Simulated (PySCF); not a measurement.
## Core-level binding energies of `[H]/N=C/B1OBOBO1`

Compound: CH4B3NO3.
Z-matrix (Å and degrees, PBE0-D3(BJ)/def2-SVP geometry), rows numbered from 1:
```
N 
C   1  1.2752
B   2  1.5747  1  120.08
O   3  1.3685  2  121.80  1     0.99
B   4  1.3676  3  120.67  2  -179.78
O   5  1.3731  4  119.41  3    -0.28
B   6  1.3690  5  120.68  4     0.17
O   7  1.3709  6  119.34  5    -0.01
H   1  1.0271  2  110.62  3   179.87
H   2  1.1094  1  122.67  3  -179.79
H   5  1.2016  4  120.52  3   179.72
H   7  1.2020  6  120.37  5   179.96
```

The calculation used delta-SCF UKS SCAN, pcX-2 on the ionised atom, pcseg-1 elsewhere, spin-free X2C in PySCF 2.14.0. These are vertical core ionisation energies against the vacuum level, from separate self-consistent calculations with and without the core hole.

**Question.** What binding energy does each computed site have?

**Answer.** 
| atom(s) | environment | level | binding energy (eV) | above the level's lowest (eV) | count |
| --- | --- | --- | --- | --- | --- |
| O6 | boron-bound oxygen | O 1s | 539.41 | +0.10 | 1 |
| O4/O8 | boron-bound oxygen | O 1s | 539.31 | 0.00 | 2 |
| N1 | C=N nitrogen | N 1s | 405.22 | 0.00 | 1 |
| C2 | C=N carbon | C 1s | 291.95 | 0.00 | 1 |
| B3 | three-coordinate boron | B 1s | 198.10 | 0.00 | 1 |

The 2 O 1s values lie within 0.10 eV of each other; Gaussian lines of 0.5 eV full width would blend them into one maximum.

**Question.** What is the longest wavelength that can ionise N 1s of N1 vertically?

**Answer.** λ = hc/E = 12398.42 eV Å / 405.22 eV = 30.597 Å.

One atom of each set of topologically equivalent atoms was ionised and stands for the set; in this conformer not all members are related by symmetry, and their own values weren't computed. The list is incomplete; no value stands for B 1s of B5, B7. Spin contamination (⟨S²⟩ against 0.75 for a pure doublet) is marked for C 1s of C2 (0.86), which makes this value less certain. Isolated species at its PBE0-D3(BJ)/def2-SVP geometry (one conformer only).
